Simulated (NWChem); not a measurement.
Species: CH4AlFO; SMILES [CH3][Al]([OH])[F]

```xyz
8

Al     0.0175    -0.0439    -0.0847
F     -1.2981    -0.9754    -0.5174
C     -0.1125     1.8807    -0.0023
H     -0.4013     2.2983    -0.9804
H      0.8424     2.3372     0.2982
H     -0.8855     2.1928     0.7185
O      1.4669    -0.8459     0.2784
H      1.6003    -1.7947     0.2575
```
Atoms are numbered in this order, from 1.

Level: PBE0/def2-SVP (NWChem), optimised geometry, unscaled harmonic frequencies. 

**Question.** List the harmonic frequencies with IR intensities, and the thermochemistry.

**Answer.** 
```tsv
frequency (cm⁻¹)	IR intensity (km/mol)
44	0.3
184	1.2
238	18.6
241	49.1
391	176.1
571	131.9
603	2.3
668	62.7
695	41.7
853	147.8
939	151.1
1217	30.7
1423	2.5
1426	2.2
3058	0.8
3155	1.3
3174	1.3
3985	103.3
```

The zero-point energy comes out as 32.7 kcal/mol, the thermal correction to the enthalpy at 298.15 K (with zero-point energy) is 37.2 kcal/mol and the heat capacity Cv is 20.1 cal/(mol K). The entropy at 298.15 K and 1 atm (symmetry number 1) is 78.4 cal/(mol K). The dipole moment comes out as 0.68 D.

Rigid rotor and harmonic oscillator; modes under 100 cm⁻¹ make the entropy uncertain.
